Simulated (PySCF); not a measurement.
Converging PbS in the basis (MP2)

PySCF, RHF reference; singlet, unpaired electrons none; De to Pb + S without counterpoise correction. Frozen cores follow the default of each basis and core potential.

| basis | relativity | functions | Re (Å) | ωe (cm⁻¹) | De (eV) | frozen orbitals |
| --- | --- | --- | --- | --- | --- | --- |
| def2-SVP | scalar-relativistic core potentials | 44 | 2.325 | 436 | 4.10 | 9 |
| def2-SVPD | scalar-relativistic core potentials | 59 | 2.341 | 426 | 4.35 | 9 |
| def2-TZVPP | scalar-relativistic core potentials | 92 | 2.293 | 448 | 4.71 | 9 |

**Question.** How does each smaller set differ from the one with most functions, def2-TZVPP?

**Answer.** def2-SVP: +3.2 pm, -2.7 % in ωe, -0.61 eV in De; def2-SVPD: +4.8 pm, -4.9 % in ωe, -0.36 eV in De. All at MP2; the set with most functions is neither the basis-set limit nor always the best.

Measured (Huber and Herzberg, Constants of Diatomic Molecules (1979)): Re = 2.286863 Å, ωe = 429.4 cm⁻¹. Correlated steps freeze 9 core orbitals. Correlated levels converge slowly with the basis: in double zeta they bind strong bonds too weakly, by up to about 1 eV, and carry superposition errors of some tenths. Spin–orbit coupling is left out, which matters for elements this heavy, above all for dissociation energies. Where the molecule has an RHF reference, its open-shell atoms are computed with UHF.
